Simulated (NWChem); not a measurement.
# CH3BrClIn; SMILES [CH3][In]([Cl])[Br]

Program: NWChem. Geometry: optimised at PBE-D3(BJ)/def2-SVP. Not confirmed as a minimum by frequencies. def2 effective core potentials on In; no spin-orbit coupling. Total energies compare along this basis series because the functional is fixed.

```csv
level,basis functions,energy (Ha),highest occupied level (eV),orbital gap (eV),dipole (D)
PBE0/def2-SVP,105,-3263.5225,-8.08,6.26,3.66
PBE0/def2-SVPD,144,-3263.5353,[?],[?],3.77
PBE0/def2-TZVP,184,-3264.0458,-8.20,6.21,3.73
PBE0/def2-TZVPP,213,-3264.0469,-8.20,6.21,3.74
```

Task: Some entries are withheld; supply them.

Result: 
- PBE0/def2-SVPD, highest occupied level (eV): -8.28
- PBE0/def2-SVPD, orbital gap (eV): 6.14
